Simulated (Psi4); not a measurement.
Level of theory: SAPT0/jun-cc-pVDZ, frozen core in Psi4.

Psi4 input:

```
molecule {
0 1
H 0.37192003 0.00000000 -0.00000000
H -0.37192003 -0.00000000 0.00000000
--
0 1
Si -1.19987239 2.05603222 2.24358872
O -0.20258905 3.26997378 2.75599190
H -2.43693946 1.98307306 3.06032018
H -0.52931106 0.73352638 2.30745670
H -1.54102012 2.37816769 0.84436507
H 0.13380880 3.24065818 3.65448088
units angstrom
symmetry c1
no_reorient
no_com
}
set basis jun-cc-pvdz
set scf_type df
set freeze_core true
energy('sapt0')
```

Part of the output:

```
    SAPT Results
  --------------------------------------------------------------------------------------------------------
    Electrostatics                 -1.05023032 [mEh]      -0.65902948 [kcal/mol]      -2.75737932 [kJ/mol]
      Elst10,r                     -1.05023032 [mEh]      -0.65902948 [kcal/mol]      -2.75737932 [kJ/mol]

    Exchange                        4.65654103 [mEh]       2.92202361 [kcal/mol]      12.22574678 [kJ/mol]
      Exch10                        4.65654103 [mEh]       2.92202361 [kcal/mol]      12.22574678 [kJ/mol]
      Exch10(S^2)                   4.63352435 [mEh]       2.90758043 [kcal/mol]      12.16531651 [kJ/mol]

    Induction                      -0.36245990 [mEh]      -0.22744702 [kcal/mol]      -0.95163833 [kJ/mol]
      Ind20,r                      -0.48742366 [mEh]      -0.30586296 [kcal/mol]      -1.27973064 [kJ/mol]
      Exch-Ind20,r                  0.42634363 [mEh]       0.26753467 [kcal/mol]       1.11936505 [kJ/mol]
      delta HF,r (2)               -0.30137987 [mEh]      -0.18911872 [kcal/mol]      -0.79127274 [kJ/mol]

    Dispersion                     -0.98328279 [mEh]      -0.61701927 [kcal/mol]      -2.58160861 [kJ/mol]
      Disp20                       -1.11970082 [mEh]      -0.70262287 [kcal/mol]      -2.93977410 [kJ/mol]
      Exch-Disp20                   0.13641803 [mEh]       0.08560361 [kcal/mol]       0.35816549 [kJ/mol]
      Disp20 (SS)                  -0.55985041 [mEh]      -0.35131144 [kcal/mol]      -1.46988705 [kJ/mol]
      Disp20 (OS)                  -0.55985041 [mEh]      -0.35131144 [kcal/mol]      -1.46988705 [kJ/mol]
      Exch-Disp20 (SS)              0.07640390 [mEh]       0.04794417 [kcal/mol]       0.20059842 [kJ/mol]
      Exch-Disp20 (OS)              0.06001413 [mEh]       0.03765943 [kcal/mol]       0.15756707 [kJ/mol]

  Total HF                          3.24385081 [mEh]       2.03554712 [kcal/mol]       8.51672913 [kJ/mol]
  Total SAPT0                       2.26056802 [mEh]       1.41852785 [kcal/mol]       5.93512052 [kJ/mol]
```
